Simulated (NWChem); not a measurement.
System: C₂H₄BFO₂; SMILES OC(B(C)F)=O

```xyz
10

C     -1.1064    -1.6729     0.4289
B      0.0770    -0.7609    -0.0162
F      1.2338    -1.2611    -0.4387
C     -0.0809     0.8370    -0.0522
O     -1.0268     1.3905    -0.5811
O      0.9252     1.5257     0.5391
H     -1.3223    -1.5206     1.4966
H     -0.9169    -2.7378     0.2649
H     -2.0211    -1.3771    -0.1008
H      0.7068     2.4759     0.4446
```
Atoms are numbered in this order, from 1.

Results from NWChem. Coordinates come from a B3LYP/6-31G* (spherical d) optimisation.

**Question.** Estimate the computed values for B3LYP/def2-TZVP. Quantities: highest occupied level (eV); orbital gap (eV); dipole (D).

**Answer.** The highest occupied level (eV) is -7.86 and the orbital gap (eV) comes out as 6.03. The dipole (D) is 1.22.
